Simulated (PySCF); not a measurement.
SnF3Cl, SMILES [F][Sn]([F])([F])[Cl].

Coordinates come from a B3LYP-D3(BJ)/def2-SVP optimisation. The def2 effective core potentials stand for the cores of Sn; spin–orbit coupling is left out.

The numbers are results of B3LYP-D3(BJ)/def2-SVP run with PySCF, not measurements.

Frequencies are harmonic and unscaled.

Modes within 1.5 cm⁻¹ of each other (mostly degenerate sets) share a row, with their intensities summed.

List the normal modes with their intensities. (Estimate from the structure and the level; the computed values follow.)


```csv
mode,ν (cm⁻¹),IR (km/mol),Raman (Å⁴/amu),depolarisation,moving atoms (share of kinetic energy)
1–2,122,4.0,3.7,0.75,"F 68 %, Cl 26 %"
3–4,168,52.9,2.3,0.75,"F 76 %, Sn 19 %"
5,187,50.8,2.0,0.67,"F 78 %, Sn 16 %"
6,397,31.7,11.9,0.18,"Cl 77 %, Sn 20 %"
7,645,37.9,14.4,0.00,F 92 %
8–9,673,117.6,7.6,0.75,"F 83 %, Sn 17 %"
```
